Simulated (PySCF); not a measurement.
# What settings do to a single point of Cs2O(H2O)2

The sound run of Cs2O(H2O)2 (singlet; a saddle point, relaxed within its symmetry) uses PySCF 2.14.0, RKS PBE, Cs def2-SVP with ECP46, O def2-SVP, H def2-SVP; non-relativistic Hamiltonian with scalar-relativistic core potentials where named; density fitting; no spin-orbit coupling, grid (50, 194), threshold 1e-8 Eh and 55 cycles, at the relaxed geometry:

```xyz
9

Cs    0.0000    0.0000    2.5194
Cs    0.0000    0.0000   -2.5194
O     0.0000    0.0000    0.0000
O     0.0000    0.0000    5.7624
H     0.7643    0.0000    6.3731
H    -0.7643    0.0000    6.3731
O     0.0000    0.0000   -5.7624
H     0.7643    0.0000   -6.3731
H    -0.7643    0.0000   -6.3731
```

There Cs1 has a Mulliken charge of 0.24 e and the dipole about the centre of mass is 0.00 D. Each run below changes one thing and starts from free metal ions and neutral atoms unless it says otherwise; with 55 cycles, smearing, a level shift and second-order steps follow where DIIS fails, and their cycles count. Energy shifts count from the sound run.

```
                                                       change    outcome  cycles  energy shift (eV)  largest force component (eV/Å)  charge on Cs1 (e)  dipole about the centre of mass (D)
                                             threshold 0.0001  converged      16             0.0183                            0.08               0.22                                 0.07
                       O3 put 0.8 Å from Cs1, limit 74 cycles  converged      18             213.77                          943.48              -2.15                                 3.82
start from a density of up to 30 smeared cycles (not counted)  converged      11             0.0000                            0.01               0.24                                 0.00
                                               grid (99, 590)  converged      20            -0.0150                            0.02               0.24                                 0.00
```

(1) How does the run with this change end: charge changed by +4, spin kept, limit 65 cycles?

Unsound on purpose, so not properties of the compound: O3 put 0.8 Å from Cs1, limit 74 cycles.

Forces carry noise of the integration grid, about 0.01 to 0.03 eV/Å.

The gap of the closed shell is small, and it wasn't tested for a lower spin-broken solution at this geometry.

Answers

(1) outcome not converged, cycles 65.
